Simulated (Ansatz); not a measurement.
Consider the redistribution: `C[O][Mo](=[O])(=[S])[Cl]` + `F[Si]([SiH3])(Cl)Cl` → `[O]=[Mo]([F])(=[S])[Cl]` + `CO[Si]([SiH3])(Cl)Cl`.

Program: Ansatz. Geometries: PBE0-D4/def2-TZVP. ΔE: electronic, gas phase. CCSD(T)/CBS adds triple-zeta CCSD(T) − MP2 to the extrapolated MP2 energy (def2 sets, frozen cores). DFT in def2-TZVPP. def2 core potentials past Kr. For Mo outer-core shells are correlated without core-valence functions, which leaves a few kJ/mol of doubt a bond. One conformer a species, not always the lowest.

```
             level  ΔE (kJ/mol)
           BLYP-D4         26.1
         r2SCAN-D4         26.9
        r2SCANh-D4         27.4
              PBE0         27.5
           LC-ωPBE         22.7
SCS-MP2/def2-TZVPP         32.2
   CCSD/def2-TZVPP         30.4
    CCSD/CBS(def2)         30.5
```

Task: What does CCSD(T)/CBS give? (An estimate is asked.)

Result: Ansatz gave: +32.1 kJ/mol. The listed levels differ from it by -6.0, -5.2, -4.7, -4.6, -9.4, 0.1, -1.7, -1.6 kJ/mol.

Largest T1 diagnostic among the species: 0.024, so the coupled-cluster value is less sure than usual.

Leaving LDA and LC-ωPBE aside and taking each functional with its dispersion term where it has one, the values, not all of them listed here, spread over 7.2 kJ/mol, from revPBE-D4 to PBE-QIDH. In def2-TZVPP, CCSD(T) changes the Hartree–Fock value by +3.5 kJ/mol (the triples alone add +1.6 kJ/mol) and MP2 by +6.9 kJ/mol.

CCSD(T)/CBS has its own doubt, a few kJ/mol and more with outer-core shells, so smaller differences from it don't rank the levels.
